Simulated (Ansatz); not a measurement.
Cartesian coordinates in Å:
```
C 0.981 -1.622 0.992
N 0.846 -0.178 1.022
Sn 0.885 0.898 -0.678
O -0.862 0.546 -1.505
C -2.033 0.784 -0.766
H 0.356 -2.033 0.196
H 2.006 -1.984 0.828
H 0.621 -2.059 1.930
H 1.332 0.239 1.802
H 1.961 0.334 -1.874
H 1.020 2.539 -0.227
H -2.012 0.304 0.221
H -2.881 0.374 -1.323
H -2.219 1.857 -0.617
```

Charge 0, multiplicity 1. Sn takes the def2 core potential.

List the r2SCAN/def2-TZVPP orbital energies in eV (Ansatz 0.2.0). (Best estimate.)

Ansatz gave: Occupied: -515.04, -384.91, -273.77, -273.61, -137.13, -91.97, -91.95, -91.93, -27.02, -26.52, -26.40, -26.29, -26.29, -24.91, -22.42, -17.01, -16.82, -13.33, -11.88, -10.97, -10.75, -10.60, -10.46, -9.93, -8.48, -8.26, -6.78, -6.17, -5.55. Lowest empty: -0.43, -0.36, 0.30, 1.44, 1.78, 2.19, 2.48, 2.91.
